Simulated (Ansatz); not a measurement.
The cluster AgAu2⁻, relaxed as a singlet with RKS PBE0-D4/def2-TZVPD in Ansatz, starting from the GFN2-xTB geometry. Force threshold 0.02 eV/Å.

In the def2 sets Ag, Au take a core potential; there is no spin–orbit coupling. The relaxation made no stability test and no search for a lower SCF solution. No other spin state of charge -1 was run. The structure comes from a short search, and lower isomers may exist.

Start:

Cartesian coordinates in Å:
```
Au 0.3741 2.0398 0.0662
Au 0.4541 -1.8780 -0.7569
Ag -0.8282 -0.1618 0.6907
```

| step | energy (eV) | largest force component (eV/Å) | SCF passes |
| --- | --- | --- | --- |
| 1 | -11389.9038 | 0.402 | 17 |
| 2 | -11390.0898 | 0.326 | 24 |
| 3 | -11390.2693 | 0.334 | 25 |
| 4 | -11390.4089 | 0.280 | 25 |
| 5 | -11390.5062 | 0.205 | 24 |
| 6 | -11390.5670 | 0.103 | 24 |
| 7 | -11390.5881 | 0.006 | 24 |

Force components are those of the run's own axes.

End:

```xyz
3

Au   -0.0497    2.5689    0.5373
Au    0.0551   -2.5679   -0.5418
Ag   -0.0054   -0.0011    0.0045
```

By distances, no bond broke or formed. The bond that changes most is Au1–Ag3, from 2.59 to 2.63 Å (atoms count from 1). The end is the same structure that another start reached, the lowest one found.

No frequencies were taken in this run, so the end may be a saddle point.

It took 12 s on 4 threads of Arm Neoverse V2 on a shared host.
